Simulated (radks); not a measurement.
I XVII, configuration [Kr] 4d1. Method: scalar-relativistic Kohn-Sham, PBE, spin-polarised, spherical densities, finite nucleus; open shells are filled with parallel spins first (spin-orbit coupling, left out, can overturn this in heavy ions); Fermi nuclear charge, rms radius 4.75 fm; computed with a radial shooting solver on a logarithmic mesh with Libxc functionals.

Unscreened Slater integrals over Kohn-Sham orbitals (hartree). They are taken over the spin-up orbitals. Empty in this configuration: 5s.

| integral | value |
|---|---|
| F0(4d,4d) | 1.1879 |
| F2(4d,4d) | 0.61286 |
| F4(4d,4d) | 0.41580 |
| F0(4d,4p) | 1.2167 |
| F2(4d,4p) | 0.63201 |
| G1(4d,4p) | 0.79958 |
| G3(4d,4p) | 0.50689 |
| F0(4d,4s) | 1.2389 |
| G2(4d,4s) | 0.62530 |
| F0(4d,3d) | 1.5448 |
| F2(4d,3d) | 0.40409 |
| F4(4d,3d) | 0.19533 |
| G0(4d,3d) | 0.13299 |
| G2(4d,3d) | 0.16168 |
| G4(4d,3d) | 0.12526 |
| F0(4d,5s) | 0.82963 |
| G2(4d,5s) | 0.10278 |
| F0(4p,4p) | 1.2496 |
| F2(4p,4p) | 0.66042 |
| F0(4p,4s) | 1.2737 |
| G1(4p,4s) | 0.87057 |
| F0(4p,3d) | 1.5949 |
| F2(4p,3d) | 0.42503 |
| G1(4p,3d) | 0.13845 |
| G3(4p,3d) | 0.13738 |
| F0(4p,5s) | 0.83858 |
| G1(4p,5s) | 0.083574 |
| F0(4s,4s) | 1.2999 |
| F0(4s,3d) | 1.6417 |
| G2(4s,3d) | 0.14529 |
| F0(4s,5s) | 0.84518 |
| G0(4s,5s) | 0.060356 |
| F0(3d,3d) | 3.1797 |
| F2(3d,3d) | 1.5999 |
| F4(3d,3d) | 1.0243 |
| F0(3d,5s) | 0.95040 |
| G2(3d,5s) | 0.042759 |
| F0(5s,5s) | 0.70065 |

Derived for the open shells (J is the average intra-shell exchange parameter used in DFT+U). 4d: Racah B = F2/49 - 5 F4/441 = 0.007793 hartree, C = 35 F4/441 = 0.03300 hartree, C/B = 4.23, F4/F2 = 0.678, J = (F2 + F4)/14 = 0.07348 hartree.
